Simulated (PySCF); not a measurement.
Compound: C₃H₉F₂PSi.
SMILES: `C[Si](C)(C)P(F)F`

Linear response at CAM-B3LYP/def2-SVPD (PySCF, frozen core in the response, non-relativistic). Geometry: PBE0-D3(BJ)/def2-SVP; no solvent, vibrations or thermal averaging.

Static isotropic polarisability: 89.20 au (13.22 Å³), principal values 84.7, 86.1, 96.9 au.

(1) What is the polarisability at 1064 nm and at the sodium D line?

(2) What is the isotropic C6 coefficient between two such molecules, C6 = (3/π)∫α(iω)² dω?

(3) Which effective excitation energy ω̄ makes London's formula C6 = (3/4)α²ω̄ exact here?

(4) How many electrons N does the Slater–Kirkwood formula C6 = (3/4)·√N·α^(3/2) need to give this C6?

(5) What n − 1 at the D line would an ideal gas of it have at 273.15 K and 1 atm (2.6868 × 10¹⁹ cm⁻³), by n − 1 = 2π·N·α′?

(6) The lowest 10 singlets have (eV, f): 4.56, 0.002; 5.40, 0.069; 6.75, 0.041; 7.50, 0.277; 7.80, 0.024; 7.87, 0.047; 7.94, 0.012; 8.13, 0.049; 8.17, 0.015; 8.17, 0.006. What share of the static polarisability do they carry in the sum over states α = Σ f/ω²?

(7) What molar refraction at the D line follows from R = (4π/3)·N_A·α′, with α′ the polarisability volume?

(8) What three-body coefficient follows from the one-pole estimate C9 = (3/4)·α·C6?

Answers

(1) 90.05 au at 1064 nm (+1.0 %), 92.09 au at 589.3 nm (+3.2 %). The rise at 589.3 nm is 3.40 times that at 1064 nm; a pure ω² law gives 3.26. The lowest singlet lies at 272 nm, shorter than both wavelengths.

(2) 3121 au (Eh·bohr⁶) by a ten-point quadrature over imaginary frequencies, which is 1860 eV·Å⁶ or 180 J·nm⁶/mol.

(3) ω̄ = 4·C6/(3α²) = 0.523 Eh = 14.2 eV. A one-pole form α(ω) = α/(1 − ω²/ω̄²) fitted to the 1064 nm value gives 12.0 eV. London's choice of the ionisation energy (8.94 eV, ΔSCF at the same level) gives C6 = 1960 au, 37 % too low.

(4) N = (4·C6/3)²/α³ = 24.4; the species has 74 electrons in all.

(5) 23.04 × 10⁻⁴, a formal value whether or not that pressure can be reached.

(6) 7.92 au, 8.9 % of α; the largest term, 3.65 au, is that of the state at 7.50 eV. Their oscillator strengths add up to 0.54. Higher states carry the rest.

(7) α′ = 13.65 Å³ gives R = 34.42 cm³/mol, for isolated, non-vibrating species.

(8) 209000 au. This is an estimate from the two numbers above, not a computed integral.

The values belong to the conformer `[CH3:1][Si:2]([CH3:3])([CH3:4])[P:5]([F:6])[F:7]`: C1–Si2–P5–F6 -70°.
